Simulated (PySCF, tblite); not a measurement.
Compound: C8H11OP.
Numbering: `[CH3:1][O:2][c:3]1[cH:4][p:5][c:6]([CH3:7])[c:8]([CH3:9])[cH:10]1` (hydrogens: H11, H12, H13 on C1; H14 on C4; H15, H16, H17 on C7; H18, H19, H20 on C9; H21 on C10)

Structure optimised with GFN2-xTB, isolated species.

Q: What internal coordinates does the optimisation give?

A: 
| bond | length (Å) | order |
| --- | --- | --- |
| C1–O2 | 1.405 | single |
| O2–C3 | 1.367 | single |
| C3–C4 | 1.381 | aromatic |
| C4–P5 | 1.730 | aromatic |
| P5–C6 | 1.739 | aromatic |
| C6–C7 | 1.503 | single |
| C6–C8 | 1.395 | aromatic |
| C8–C9 | 1.501 | single |
| C8–C10 | 1.384 | aromatic |
| C3–C10 | 1.396 | aromatic |
| C1–H11, C1–H12, C1–H13 | 1.093 | single |
| C4–H14 | 1.081 | single |
| C7–H15, C7–H16, C7–H17 | 1.090 | single |
| C9–H18, C9–H19, C9–H20 | 1.088 | single |
| C10–H21 | 1.080 | single |

Bonds in one row agree within 0.01 Å and their mean is given. Orders are formal, as drawn. A selection of angles:
| angle | degrees |
| --- | --- |
| C1–O2–C3 | 119.1 |
| O2–C3–C4 | 124.1 |
| O2–C3–C10 | 113.8 |
| C4–C3–C10 | 122.2 |
| C3–C4–P5 | 124.7 |
| C4–P5–C6 | 102.0 |
| P5–C6–C7 | 116.2 |
| P5–C6–C8 | 123.8 |
| C7–C6–C8 | 120.1 |
| C6–C8–C9 | 119.0 |
| C6–C8–C10 | 122.6 |
| C9–C8–C10 | 118.3 |
| C3–C10–C8 | 124.8 |

Torsions: C1–O2–C3–C4 0° (synperiplanar).

P5 (phosphorus bonded to 2 C) is bent (angle 102.0°). The 10 heavy atoms lie in one plane (0.000 Å rms). The C–O distances run from 1.367 Å (O2–C3, drawn single) to 1.405 Å (C1–O2, drawn single), a spread of 0.038 Å. The C–C distances run from 1.381 Å (C3–C4, aromatic) to 1.503 Å (C6–C7, drawn single), a spread of 0.122 Å. The 6-membered ring C3–C4–P5–C6–C8–C10 has internal angles of 102.0° to 124.8° (sum 720°, against 720° for a flat polygon); it is planar, 0.00 Å rms from its mean plane, widest ring torsion 0°. Of the pairs four or more bonds apart, C1···H14 is among the closest relative to their van der Waals radii: 2.51 Å, 87 % of the sum of Bondi's values.

Point group: Cs (every atom within 0.08 Å of its image). Its GFN2-xTB frequencies are all real (lowest 73 cm⁻¹). One conformer, not necessarily the lowest.

These are computed values.
